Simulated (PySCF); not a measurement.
Species: C5H9O2 (doublet state).
Geometry (GFN2-xTB, Å), atoms numbered from 1 in this order:
```xyz
16
C5H9O2 angstrom
C     -1.6769    1.4482    0.5988
C     -0.9852    0.2943    0.0160
C     -1.6563   -1.0427    0.3336
O      0.3784    0.2849    0.5005
C      1.3308   -0.1123   -0.3424
C      2.6792   -0.1034    0.3305
O      1.1313   -0.4369   -1.4840
H     -2.7019    1.3718    0.8980
H     -1.1405    2.3593    0.7713
H     -0.9081    0.3835   -1.0875
H     -1.1084   -1.8549   -0.1382
H     -2.6738   -1.0379   -0.0457
H     -1.6734   -1.2029    1.4090
H      2.7616    0.7558    0.9891
H      3.4609   -0.0913   -0.4227
H      2.7748   -1.0068    0.9298
```

The hyperfine couplings belong to this conformer and change with its torsions.

The species is `[CH2][C@H](C)OC(C)=O` [radical].

Computed with UKS B3LYP, pcH-1 on C H O, non-relativistic, mean-field spin-orbit, GIAO (PySCF 2.14.0). One conformer (not necessarily the lowest) at the GFN2-xTB geometry, without solvent, vibrations or thermal averaging. Couplings are sensitive to structure, and on GFN2-xTB geometries they can be far from those on DFT ones. Stability of the SCF solution: not tested.

Question: Break the g tensor into its mass correction, gauge correction and orbital-Zeeman/spin–orbit terms.

Answer: 
| Δg (ppm) | 1 | 2 | 3 |
| --- | --- | --- | --- |
| relativistic mass correction | -143 | -143 | -143 |
| gauge correction | 17 | 32 | 31 |
| orbital Zeeman/spin–orbit | -77 | 462 | 528 |
| total | -203 | 351 | 415 |

So g = 2.00212, 2.00267, 2.00273 and g_iso = 2.00251; the tensor is close to axial: the two nearest values differ by 10 % of g3 − g1. Axes: g3 points within 11° of the C1–H8 bond.

Question: How much does each term add to the isotropic shift?

Answer: The orbital-Zeeman/spin–orbit term 304, the mass correction -143 and the gauge correction 27 ppm, for a total of 188 ppm. The orbital-Zeeman/spin–orbit term is the largest in size. The mass correction is the same along every axis, so the anisotropy comes from the other two: their spans along these axes are 15 (gauge) and 604 ppm (orbital Zeeman/spin–orbit).

Question: At 9.669 GHz, how far is the centre of the isotropic spectrum from where a free electron (g = 2.002319) resonates?

Answer: B = hν/(g μB) with μB/h = 13.99624 MHz/mT gives 345.01 mT for the free electron and 344.98 mT at g_iso, 0.03 mT lower.

Question: In a frozen sample, at which fields do the three g values resonate at 9.5, 34, 94 and 263 GHz (hyperfine left aside), and which band first spreads them over more than twice a line width of 1.0 mT?

Answer: 
```tsv
band	GHz	B(g3) mT	B(g2) mT	B(g1) mT	spread mT
X	9.5	338.91	338.92	339.02	0.10
Q	34.0	1212.95	1212.99	1213.33	0.37
W	94.0	3353.46	3353.57	3354.49	1.04
J	263.0	9382.55	9382.85	9385.45	2.90
```

The spread grows in proportion to the frequency. J band is the first where it exceeds 2.0 mT.

The Mulliken spin populations are largest on C1 (+1.07) and C2 (-0.07). No atom but C1 exceeds +0.15. The angles at C1 add up to 359.9°, so it is planar; its axial dipolar tensor and the negative couplings of its protons fit spin in a p orbital normal to that plane.

The HOMO–LUMO gaps are 6.21 eV among the α and 5.65 eV among the β orbitals.

Hardware: one thread of an Arm Neoverse N1, no GPU, on a shared host. Cost: 76 s.
